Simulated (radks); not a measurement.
Radial electron density D(r) = 4 pi r^2 rho(r) of an atom or ion with 62 electrons. Calculated with a radial shooting solver on a logarithmic mesh with Libxc functionals: Dirac Kohn-Sham, BLYP, spin-unpolarised, spherical densities, finite nucleus; Fermi nuclear charge, rms radius of each element as measured or else 0.836 A^(1/3) + 0.57 fm.

| r (bohr) | D(r) (e/bohr) |
|---|---|
| 0.00239 | 18.25 |
| 0.003187 | 27.20 |
| 0.004251 | 39.16 |
| 0.00567 | 53.83 |
| 0.007562 | 69.61 |
| 0.01009 | 83.26 |
| 0.01334 | 90.40 |
| 0.0178 | 88.98 |
| 0.02374 | 82.28 |
| 0.03166 | 81.31 |
| 0.04223 | 95.06 |
| 0.05632 | 114.0 |
| 0.07452 | 114.2 |
| 0.0994 | 94.91 |
| 0.1326 | 91.32 |
| 0.1768 | 104.6 |
| 0.2358 | 84.75 |
| 0.3145 | 49.26 |
| 0.4195 | 50.41 |
| 0.5551 | 51.54 |
| 0.7404 | 30.35 |
| 0.9875 | 16.00 |
| 1.317 | 10.35 |
| 1.757 | 4.624 |
| 2.343 | 1.011 |
| 3.1 | 0.09879 |
| 4.135 | 0.002831 |

What is the nuclear charge?

Answer. Z = 66. The innermost maximum, from 1s, lies near gamma/Z bohr with gamma = sqrt(1 - (Z/c)^2) = 0.876, here 0.0133 bohr (found: 0.0147), and its height grows with Z. The density is that of the dysprosium ion Dy4+ in [Xe] 4f8; the configuration itself is not fixed sharply by these data, and Z only to a few units. D(r) has 4 maxima, at r = 0.0147, 0.0650, 0.181, 0.492 bohr, and minima at 0.0283, 0.119, 0.352 bohr, inside which lie 2.01, 11.15, 29.38 electrons.
